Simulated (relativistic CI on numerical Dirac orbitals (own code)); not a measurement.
# Sn²⁸⁺: sensitivity of the levels to the model

Base calculation: Dirac-Coulomb-Breit CI, KLI orbitals optimised for each configuration, model QED (radiative potential, 1s self-energy scaled to tabulated hydrogen-like ionisation energies), unscaled Slater integrals.

Configurations in the expansion (outside the closed core [Ne]): 3s2 3p6 3d4, 3s2 3p5 3d5, 3s 3p6 3d5, 3s2 3p6 3d3 4s, 3s2 3p6 3d3 4p, 3s2 3p6 3d3 4d, 3s2 3p5 3d4 4s, 3s2 3p6 3d3 4f, 3s2 3p5 3d4 4p, 3s 3p6 3d4 4s, 3s2 3p6 3d2 4s 4p, 3s2 3p6 3d3 5s, 3p6 3d5 4p, 3s 3p6 3d4 4p, 3s2 3p6 3d3 5p, 3s2 3p6 3d3 5d, 3s 3p6 3d4 4d, 3s2 3p6 3d3 5g, 3s2 3p6 3d3 6s, 3p6 3d6, 3p5 3d7, 3p5 3d6 4s, 3s2 3p6 3d2 4s2, 3s2 3p6 3d 4s2 4p, 3s2 3p6 3d 4s2 4d, 3p6 3d5 4s, 3p5 3d5 4s2, 3s2 3p6 3d2 4p2, 3s2 3p6 3d 4s 4p2, 3s2 3p6 3d 4p3, 3s2 3p6 3d 4p2 4d, 3s2 3p5 3d2 4s 4p2, 3s2 3p6 3d2 4s 4d, 3s2 3p6 3d 4s 4p 4d, 3s2 3p6 3d 4s 4d2, 3s2 3p5 3d2 4s2 4d, 3s 3p6 3d3 4s2, 3s 3p6 3d2 4s2 4p, 3s 3p6 3d2 4s2 4d. Double excitations out of closed p, d and f shells are left out; levels of such configurations are missing from the list, as are those of other unlisted configurations, and high levels can miss mixing partners. These lack a partner that the ground configuration has and come out too high: 3s2 3p5 3d4 4p.

Variants: (1) non-relativistic limit; (2) only the first configuration. Shifts of the energy above 3s2 3p6 3d4 5D_0, in cm⁻¹, for the lowest level and the first level of each name with at least 55 % of one term (blank where a level changes its place among those of its configuration and J or its character, or is not in the variant):

| Level | Base | Δ(1) | Δ(2) |
| --- | --- | --- | --- |
| 3s2 3p6 3d4 5D_0 | 0 | 0 | 0 |
| 3s2 3p6 3d4 5D_1 | 43452 | -43452 | -584 |
| 3s2 3p6 3d4 5D_2 | 74768 | -74768 | -542 |
| 3s2 3p6 3d4 5D_3 | 95235 | -95235 | -387 |
| 3s2 3p6 3d4 3G_3 | 176289 |  | -134 |
| 3s2 3p6 3d4 3F_2 | 181161 |  | +61 |
| 3s2 3p6 3d4 3H_5 | 186729 | -91384 | -2197 |
| 3s2 3p6 3d4 3P_1 | 193601 | -90234 | +639 |
| 3s2 3p6 3d4 3H_6 | 199846 | -104501 | -3068 |
| 3s2 3p6 3d4 3G_4 | 219621 |  | +263 |
| 3s2 3p6 3d4 3G_5 | 278912 | -163009 | -711 |
| 3s2 3p6 3d4 1I_6 | 288341 | -145974 | -3220 |
| 3s2 3p6 3d4 3D_1 | 289656 | -144939 | +3222 |
| 3s2 3p6 3d4 1S_0 | 322738 | -160741 | +5730 |

At this charge energies of transitions that change n are usually good to better than 1 %, and those within a shell (Δn = 0) to a few per cent. Terms inside the open d or f shell come out 10 to 20 % too wide with unscaled integrals.

Ionisation energy from the two ground configurations alone: base 1595.31 eV. The NIST ASD value (theoretical) is 1596 eV.

LS names give the leading component of a level, which can be under half, so a name can repeat, a term be missing and a line seem to break the LS rules.
